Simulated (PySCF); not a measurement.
ClF₃HNW, SMILES [F][W]([Cl])([F])(=[NH])[F], multiplicity 1.

The structure is a stationary point at B3LYP-D3(BJ)/def2-SVP. The spin state was assumed, not searched. The structure was generated by enumeration; whether it is a known compound was not checked. The def2 effective core potentials stand for the cores of W; spin–orbit coupling is left out.

These are PySCF with PBE/def2-TZVP values and carry that method's errors.

Symmetry labels are those of the subgroup Cs that the program uses (full group Cs).

Problem. List the valence orbital energies around the gap with their symmetry. (An estimate is asked for; the answer gives what the named calculation found.)

Solution. 
```json
[
 {"orbital": "HOMO−7", "symmetry": "A\"", "energy (eV)": "-10.54"},
 {"orbital": "HOMO−6", "symmetry": "A'", "energy (eV)": "-10.34"},
 {"orbital": "HOMO−5", "symmetry": "A\"", "energy (eV)": "-9.79"},
 {"orbital": "HOMO−4", "symmetry": "A'", "energy (eV)": "-9.55"},
 {"orbital": "HOMO−3", "symmetry": "A'", "energy (eV)": "-9.08"},
 {"orbital": "HOMO−2", "symmetry": "A\"", "energy (eV)": "-8.48"},
 {"orbital": "HOMO−1", "symmetry": "A\"", "energy (eV)": "-8.18"},
 {"orbital": "HOMO", "symmetry": "A'", "energy (eV)": "-8.02"},
 {"orbital": "LUMO", "symmetry": "A\"", "energy (eV)": "-4.50"},
 {"orbital": "LUMO+1", "symmetry": "A'", "energy (eV)": "-2.93"},
 {"orbital": "LUMO+2", "symmetry": "A\"", "energy (eV)": "-2.62"},
 {"orbital": "LUMO+3", "symmetry": "A'", "energy (eV)": "-2.47"}
]
```
